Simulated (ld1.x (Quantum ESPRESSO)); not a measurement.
# Ranking TM semilocal potentials for Nb

All share these settings but for the change named:

| Property | Result |
| --- | --- |
| Element | niobium (Nb) |
| Generator | ld1.x (Quantum ESPRESSO) 7.5 |
| Type | norm-conserving Troullier–Martins (semilocal form) |
| Functional | BLYP |
| Relativity | scalar-relativistic |
| Frozen core | [Kr] |
| Valence charge | 5 |
| Reference configuration | 4d4 5s0.75 5p0 (charge +0.25) |
| Partial waves | 5s (bound): rc 2.50 bohr; 4d (bound): rc 1.70 bohr; 5p (bound, empty): rc 4.20 bohr |
| Local potential | the p channel |
| Core correction | a·sin(br)/r model core inside 1.30 bohr |

Cutoff: the first of the cutoffs (Ry, on a coarse ladder) from which the occupation-weighted sum of valence levels, in a spherical-Bessel basis at the reference potential, stays within 10 and 1 mRy of its value at 400 Ry; the density cutoff is not measured.

The base gives 35 Ry.

Of 8 variants that were run, those that failed, showed a ghost or another fault, or gave nearly equal values are left out.

A variant can come out equal or close to the base.

(1) Rank these variants from softest to hardest (loose cutoff).
A. wave 4d (bound): rc 1.70 bohr becomes 4d (bound): rc 2.60 bohr
B. wave 4d (bound): rc 1.70 bohr becomes 4d (bound): rc 1.74 bohr
C. wave 4d (bound): rc 1.70 bohr becomes 4d (bound): rc 1.12 bohr
D. wave 4d (bound): rc 1.70 bohr becomes 4d (bound): rc 1.48 bohr

## Answers

(1) A (30 Ry), B (35 Ry), D (40 Ry), C (110 Ry).
